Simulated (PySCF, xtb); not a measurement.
Mg(NH2)(SeH) (H3MgNSe), SMILES [NH2][Mg][SeH]. Other conformers were not sampled.

Harmonic wavenumbers (cm⁻¹) from GFN2-xTB in xtb 6.7.1 at its own minimum, in rising order: 43, 59, 71, 258, 400, 447, 494, 572, 1529, 2022, 3365, 3405.

### Question
What does B3LYP-D3(BJ)/def2-TZVP (PySCF) give at its own minimum? (Estimate from the structure and the level; the computed values follow.)

### Answer
108, 110, 133, 284, 301, 482, 535, 729, 1560, 2384, 3542, 3618. Paired by order, the mean absolute difference is 110 cm⁻¹ and the zero-point energies are 18.1 and 19.7 kcal/mol.
